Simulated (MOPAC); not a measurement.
MOPAC input (PM7):

```
PM7 FORCE THERMO(298,298) PRECISE LET CHARGE=-1 GEO-OK AUX(PRECISION=9) THREADS=1
H5O3Si2

O    -0.50716170 1   -1.75489705 1    0.17481624 1
Si   -0.37893700 1   -0.29986861 1    0.05327194 1
O    -1.05546530 1    0.55365582 1    1.30769502 1
O    -1.14362121 1    0.39623623 1   -1.25798129 1
Si    1.72932481 1    0.50261431 1   -0.12946714 1
H    -1.58471795 1    1.32719246 1    1.19881547 1
H    -1.76340879 1   -0.07224455 1   -1.79557274 1
H     1.76994821 1    1.94473827 1   -0.36122362 1
H     2.48186487 1    0.23546650 1    1.09475698 1
H     2.43573563 1   -0.13766577 1   -1.23705444 1
```

Output:

```
 *******************************************************************************
 **                                                                           **
 **                              MOPAC v23.2.5                                **
 **                                                                           **
 *******************************************************************************
 ** MOPAC's Digital Object Identifier: https://doi.org/10.5281/zenodo.6511958 **
 **                                                                           **
 ** Please cite the open-source release paper for use of this MOPAC version:  **
 ** J. E. Moussa and J. J. P. Stewart (2026)                                  **
 ** MOPAC: An open-source semiempirical molecular orbital program             **
 ** J. Open Source Softw., 11(119), 8025, https://doi.org/10.21105/joss.08025 **
 *******************************************************************************

                              PM7 CALCULATION RESULTS

 *******************************************************************************
 *  PM7        - The PM7 Hamiltonian to be used
 *  GEO-OK     - OVERRIDE INTERATOMIC DISTANCE AND OTHER SAFETY CHECKS
 *
 *
 *
 *                 CHARGE ON SYSTEM = -1
 *
 *
 *
 *  LET        - OVERRIDE SOME SAFETY CHECKS
 *  PRECISE    - TIGHTER CRITERIA TO BE USED
 *  FORCE      - FORCE CALCULATION SPECIFIED
 *  AUX        - OUTPUT AUXILIARY INFORMATION
 *  THERMO     - THERMODYNAMIC QUANTITIES TO BE CALCULATED
 *******************************************************************************
PM7 FORCE THERMO(298,298) PRECISE LET CHARGE=-1 GEO-OK AUX(PRECISION=9) THREADS=1
 H5O3Si2

   ATOM   CHEMICAL          X               Y               Z
  NUMBER   SYMBOL      (ANGSTROMS)     (ANGSTROMS)     (ANGSTROMS)

     1       O         -0.50716170  *  -1.75489705  *   0.17481624  *
     2      Si         -0.37893700  *  -0.29986861  *   0.05327194  *
     3       O         -1.05546530  *   0.55365582  *   1.30769502  *
     4       O         -1.14362121  *   0.39623623  *  -1.25798129  *
     5      Si          1.72932481  *   0.50261431  *  -0.12946714  *
     6       H         -1.58471795  *   1.32719246  *   1.19881547  *
     7       H         -1.76340879  *  -0.07224455  *  -1.79557274  *
     8       H          1.76994821  *   1.94473827  *  -0.36122362  *
     9       H          2.48186487  *   0.23546650  *   1.09475698  *
    10       H          2.43573563  *  -0.13766577  *  -1.23705444  *

          CARTESIAN COORDINATES

    NO.       ATOM           X           Y           Z

     1         O         -0.5072     -1.7549      0.1748
     2        Si         -0.3789     -0.2999      0.0533
     3         O         -1.0555      0.5537      1.3077
     4         O         -1.1436      0.3962     -1.2580
     5        Si          1.7293      0.5026     -0.1295
     6         H         -1.5847      1.3272      1.1988
     7         H         -1.7634     -0.0722     -1.7956
     8         H          1.7699      1.9447     -0.3612
[...]

 VIBRATION         20   20A           ATOM PAIR      ENERGY CONTRIBUTION    RADIAL
 FREQUENCY          2296.04         Si 5 -- H  9         +56.7% ( 76.0%)     98.8%
 TRANSITION DIPOLE   0.1921         Si 5 -- H  8         +42.9% ( 66.0%)     97.9%
 TRAVEL (Ang.)       0.2378         Si 5 -- H 10          +0.2% (  4.7%)      0.4%
 REDUCED MASS        0.5193         Si 2 -- Si 5          +0.2% (  4.6%)      0.0%
 EFFECTIVE MASS      1.3995
 FORCE CONSTANT      1.6130

 VIBRATION         21   21A           ATOM PAIR      ENERGY CONTRIBUTION    RADIAL
 FREQUENCY          2296.53         Si 5 -- H 10         +67.2% ( 82.7%)     99.5%
 TRANSITION DIPOLE   0.1960         Si 5 -- H  8         +17.9% ( 42.7%)     91.2%
 TRAVEL (Ang.)       0.2379         Si 5 -- H  9         +14.7% ( 38.7%)     89.0%
 REDUCED MASS        0.5190         Si 2 -- Si 5          +0.2% (  4.6%)      0.0%
 EFFECTIVE MASS      1.4024
 FORCE CONSTANT      1.6126

 VIBRATION         22   22A           ATOM PAIR      ENERGY CONTRIBUTION    RADIAL
 FREQUENCY          2307.73         Si 5 -- H  8         +39.3% ( 61.9%)     98.5%
 TRANSITION DIPOLE   0.0284         Si 5 -- H 10         +32.4% ( 56.2%)     97.9%
 TRAVEL (Ang.)       0.2941         Si 5 -- H  9         +28.2% ( 52.4%)     97.4%
 REDUCED MASS        0.3378
 EFFECTIVE MASS      1.1143
 FORCE CONSTANT      1.0598

 VIBRATION         23   23A           ATOM PAIR      ENERGY CONTRIBUTION    RADIAL
 FREQUENCY          2795.87         O  4 -- H  7         +63.6% ( 79.9%)     98.3%
 TRANSITION DIPOLE   1.0525         O  3 -- H  6         +36.1% ( 60.2%)     98.3%
 TRAVEL (Ang.)       0.2172         Si 2 -- O  4          +0.2% (  4.6%)     42.7%
 REDUCED MASS        0.5114         Si 2 -- O  3          +0.1% (  3.4%)     29.6%
 EFFECTIVE MASS      1.3167
 FORCE CONSTANT      2.3551

 VIBRATION         24   24A           ATOM PAIR      ENERGY CONTRIBUTION    RADIAL
 FREQUENCY          2803.68         O  3 -- H  6         +63.6% ( 79.8%)     98.2%
 TRANSITION DIPOLE   1.1821         O  4 -- H  7         +36.0% ( 60.0%)     98.2%
 TRAVEL (Ang.)       0.2170         Si 2 -- O  3          +0.2% (  4.7%)     50.4%
 REDUCED MASS        0.5110         Si 2 -- O  4          +0.1% (  3.4%)     29.0%
 EFFECTIVE MASS      1.3283
 FORCE CONSTANT      2.3664

      SYMMETRY NUMBER FOR POINT-GROUP C1  =  1

          SYSTEM IS A GROUND STATE

 H5O3Si2

          MOLECULE IS NOT LINEAR

          THERE ARE 24 GENUINE VIBRATIONS IN THIS SYSTEM
          THIS THERMODYNAMICS CALCULATION IS LIMITED TO
          MOLECULES WHICH HAVE NO INTERNAL ROTATIONS

                    CALCULATED THERMODYNAMIC PROPERTIES
                                          *
   TEMP. (K)   PARTITION FUNCTION   H.O.F.    ENTHALPY  HEAT CAPACITY ENTROPY
                                   KCAL/MOL   CAL/MOLE    CAL/K/MOL  CAL/K/MOL

 298.00  VIB.     0.1090D+03                  3481.3863    22.4407    21.0046
         ROT.     0.1897D+06                   888.2803     2.9808    27.1315
         INT.     0.2067D+08                  4369.6666    25.4215    48.1361
         TRA.     0.1103D+28                  1480.4672     4.9680    39.9784
         TOT.                     -246.416    5850.1338    30.3895    88.1145

   *: NOTE: HEATS OF FORMATION ARE RELATIVE TO THE
            ELEMENTS IN THEIR STANDARD STATE AT 298K
              (=  Standard Enthalpy of Formation).

            Hvib:  Zero-point energy is not included.
                   frequencies of less than zero cm-1 are not included.
            Hrot = (3/2)RT
            Htra = (3/2)RT + pV = (5/2)RT

            Heat capacity is Cp, not Cv

          For more information, see: HTTP://OpenMOPAC.net/Manual/thermochemistry.html

           FORCE CONSTANT IN CARTESIAN COORDINATES (Millidynes/A)

    ATOM   CHEMICAL       X               Y               Z
   NUMBER   SYMBOL  FORCE CONSTANT  FORCE CONSTANT  FORCE CONSTANT

      1       O        7.182424        0.520028        0.490670
      2      Si        8.694816        4.452064        4.425497
      3       O        3.113476        3.402108        1.639629
      4       O        2.143899        1.152736        4.914978
      5      Si        4.325064        4.239771        3.738706
      6       H        2.579540        1.044455        1.295623
      7       H        1.022993        0.402825        3.508741
      8       H        3.017021        0.283625        0.283316
      9       H        0.396147        0.838576        2.340906
     10       H        0.581683        2.729630        0.271061

 **********************
 *                    *
 * JOB ENDED NORMALLY *
 *                    *
 **********************

 == MOPAC DONE ==
```

The dipole moment of an ion depends on the origin.
